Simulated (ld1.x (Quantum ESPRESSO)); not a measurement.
Building the ultrasoft potential for Cu (LDA (PZ), scalar-relativistic).

ld1.x (Quantum ESPRESSO) 7.5 was run on this input:

```
&input
   title='Cu', zed=29., rel=1, dft='PZ', iswitch=3,
   config='[Ar] 3d8 4s0 4p0',
   nld=3, rlderiv=2.00, eminld=-11.0, emaxld=5.0, deld=0.04
 /
 &inputp
   pseudotype=3, tm=.true., lloc=-2, rcloc=1.10,
   nlcc=.true., rcore=0.55,
   which_augfun='PSQ', rmatch_augfun=1.15,
   file_pseudopw='Cu.UPF', file_wfcaegen='ae.wfc', file_wfcncgen='nc.wfc', file_beta='beta', file_chi='chi', file_wfcusgen='us.wfc'
 /
6
4S  1  0   0.00   0.00  1.55  1.85  0.0
4S  1  0   0.00  -1.55  1.55  1.85  0.0
3P  2  1   6.00   0.00  1.00  1.05  0.0
4P  3  1   0.00   0.00  1.00  1.05  0.0
3D  3  2   8.00   0.00  1.10  1.25  0.0
3D  3  2   0.00  -2.90  1.10  1.25  0.0
 &test
   configts(1)='3p6 3d8 4s0 4p0'
 /
```

Command:

```bash
ld1.x < Cu.in > Cu.out
```

The program printed (shortened: banner, matrices, multipoles, cross overlaps and the repeated all-electron block are left out):

```
Program LD1 v.7.5
     --------------------------- All-electron run ----------------------------

     Cu
     scalar relativistic calculation

     atomic number is 29.00
     dft =PZ   lsd =0 sic =0 latt =0  beta=0.20 tr2=1.0E-14
     Exchange-correlation= PZ
                           (   1   1   0   0   0   0   0)
     mesh =1199 r(mesh) = 100.25372 a.u. xmin = -7.00 dx = 0.01250
     1 Ry =  13.60569312 eV, c = 137.03599908

     n l     nl                  e(Ry)          e(Ha)          e(eV)
     1 0     1S 1( 2.00)      -652.6764      -326.3382     -8880.1150
     2 0     2S 1( 2.00)       -81.4179       -40.7089     -1107.7469
     2 1     2P 1( 6.00)       -70.8314       -35.4157      -963.7103
     3 0     3S 1( 2.00)       -11.7713        -5.8856      -160.1564
     3 1     3P 1( 6.00)        -8.6527        -4.3263      -117.7258
     3 2     3D 1( 8.00)        -3.6195        -1.8098       -49.2460
     4 0     4S 1( 0.00)        -2.5449        -1.2724       -34.6246
     4 1     4P 1( 0.00)        -1.9121        -0.9560       -26.0151

     final scf error:  2.7E-15 reached in  21 iterations

     Etot =   -3299.411094 Ry,   -1649.705547 Ha,  -44890.774829 eV

     Ekin =    3347.381964 Ry,    1673.690982 Ha,   45543.451771 eV
     Encl =   -7862.779399 Ry,   -3931.389700 Ha, -106978.563601 eV
     Eh   =    1343.042833 Ry,     671.521416 Ha,   18273.028630 eV
     Exc  =    -127.056491 Ry,     -63.528246 Ha,   -1728.691629 eV

     normalization and overlap integrals

     s(1S/1S) =  1.000000  <r> =   0.0522  <r2> =    0.0037  r(max) =   0.0341
     s(2S/2S) =  1.000000  <r> =   0.2357  <r2> =    0.0655  r(max) =   0.1960
     s(2P/2P) =  1.000000  <r> =   0.2067  <r2> =    0.0524  r(max) =   0.1585
     s(3S/3S) =  1.000000  <r> =   0.7067  <r2> =    0.5765  r(max) =   0.6112
     s(3P/3P) =  1.000000  <r> =   0.7373  <r2> =    0.6404  r(max) =   0.6189
     s(3D/3D) =  1.000000  <r> =   0.8559  <r2> =    0.9325  r(max) =   0.5814
     s(4S/4S) =  1.000000  <r> =   2.0446  <r2> =    4.7225  r(max) =   1.8134
     s(4P/4P) =  1.000000  <r> =   2.3600  <r2> =    6.3228  r(max) =   2.0807

     ------------------------ End of All-electron run ------------------------

     --------------------- Generating US pseudopotential ---------------------

      Generating local potential from pseudized AE potential:
      Matching radius rcloc =   1.1000
      Enforcing V''(0)=0 (lloc=-2)

      Local pseudo, rcloc= 1.114 Estimated cut-off energy=    25.26 Ry

      Computing core charge for nlcc:

       r > 0.55 : true rho core
       r < 0.55 : rho core = a sin(br)/r    a=   8.72  b=   3.90

      Integrated core pseudo-charge :   2.65
      Wfc-us  4S rcutus= 1.836  Estimated cut-off energy=    13.26 Ry
      Wfc-us  4S rcutus= 1.836  Estimated cut-off energy=    14.80 Ry
      Wfc-us  3P rcutus= 1.059  Estimated cut-off energy=    73.48 Ry
      Wfc-us  4P rcutus= 1.059  Estimated cut-off energy=   131.54 Ry
      Wfc-us  3D rcutus= 1.262  Estimated cut-off energy=    73.39 Ry
      Wfc-us  3D rcutus= 1.262  Estimated cut-off energy=    80.73 Ry

     Q pseudized with Bessel functions
     Expected ecutrho=     524.0599 due to l1=  1   l2=  1

     ------------------- End of pseudopotential generation -------------------

     Computing logarithmic derivative in   1.99167
     Computing logarithmic derivative in   1.99167
     Computing the partial wave expansion
     R is outside the sphere for l=    0 j= 0.00
     R is outside the sphere for l=    0 j= 0.00
     R is outside the sphere for l=    1 j= 0.00
     R is outside the sphere for l=    1 j= 0.00
     R is outside the sphere for l=    2 j= 0.00
     R is outside the sphere for l=    2 j= 0.00

     ---------------------- Testing the pseudopotential ----------------------

     Cu
     scalar relativistic calculation

     atomic number is 29.00   valence charge is 17.00
     dft =PZ   lsd =0 sic =0 latt =0  beta=0.20 tr2=1.0E-14
     mesh =1199 r(mesh) = 100.25372 xmin = -7.00 dx = 0.01250

     n l     nl             e AE (Ry)        e PS (Ry)    De AE-PS (Ry)
     2 1     3P   1( 6.00)       -8.65268       -8.65269        0.00001
     3 2     3D   1( 8.00)       -3.61951       -3.61952        0.00001
     1 0     4S   1( 0.00)       -2.54486       -2.54487        0.00001
     3 1     4P   1( 0.00)       -1.91208       -1.91204       -0.00003

     eps = 5.1E-15  iter =  7

     Etot =   -3299.411094 Ry,   -1649.705547 Ha,  -44890.774829 eV
     Etotps =  -308.331217 Ry,    -154.165609 Ha,   -4195.059920 eV

     Ekin =     102.373931 Ry,      51.186966 Ha,    1392.868289 eV
     Encl =    -595.072664 Ry,    -297.536332 Ha,   -8096.376049 eV
     Ehrt =     230.564241 Ry,     115.282120 Ha,    3136.986305 eV
     Ecxc =     -37.534171 Ry,     -18.767085 Ha,    -510.678409 eV
     (Ecc =      -3.929232 Ry,      -1.964616 Ha,     -53.459920 eV)
     Epseu=      -8.662554 Ry,      -4.331277 Ha,    -117.860057 eV

     ---------------------- End of pseudopotential test ----------------------
```

Generation and configuration tests took about 2 s on one core of a shared server CPU.
